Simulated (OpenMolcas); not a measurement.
# neutral molybdenum: from CASSCF to CASPT2

* Program: OpenMolcas 26.06
* Basis: ANO-RCC-VQZP [8s7p5d3f2g1h]
* Scalar Hamiltonian: DKH2, point nucleus
* Active space: 6 electrons in 11 orbitals (4d 5s 5d)
* State averaging: 2S+1 = 7 even, 1 root; 2S+1 = 5 even, 15 roots kept (CI in the orbitals of an earlier block)
* Spin-orbit coupling: RASSI with atomic mean-field integrals over the reference wave functions, term energies averaged over their components

Methods on the same reference wave functions:
A. CASSCF
B. SS-CASPT2, IPEA 0.25 Eh, imaginary shift 0.1 Eh (closed shells correlated: 4s 4p)

Energies in cm-1 above 4d5 5s 7S3, the measured ground level; measured values from NIST Handbook of Basic Atomic Spectroscopic Data.

```csv
Level,A,B,Measured
4d5 5s 7S3,0.0,0.0,0.0
4d5 5s 5S2,16464,9420,10768
4d4 5s2 5D0,17232,12200,10966
4d4 5s2 5D1,17339,12310,
4d4 5s2 5D2,17554,12520,
4d4 5s2 5D3,17876,12850,
4d4 5s2 5D4,18305,13280,
```

Deviations, from unrounded energies. A percentage is the sum of absolute deviations over the sum of measured energies, with the sign that they share, or ± where signs differ.

```tsv
Against measurement	Levels	A	B
mean absolute deviation (cm-1)	2	6000	1300
other terms of the ground configuration (%)	1	+52.9	-12.5
other configurations (%)	1	+57.1	+11.3
```

B lies closest to measurement on these levels. The largest miss of B in the table is 4d5 5s 5S2, by -1300 cm-1. The ranking rests on the paired levels alone, and a cruder setting can come out closer through cancelling errors.

The lowest spin-free term lies below A's lowest term by 0.418 hartree in B.

Terms from blocks run as CI alone lack orbitals of their own. Active for correlation alone: 5d; no level in the range computed is led by a configuration that fills it, so any true level of that kind is missing. Without dynamic correlation excited terms often stand tens of per cent too high (terms of higher spin than the ground term too low), and those without a measured partner can miss by more than the paired ones (holds for A). Measured partners are found by configuration, term and J. A level has none where our copy of the source lacks it or the pairing is in doubt (some pairs that miss far off the trend of their configuration count as doubtful), and it then counts in no deviation. Only configurations of the active space appear. Levels that lie high or do not pair safely by name in every column are left out.
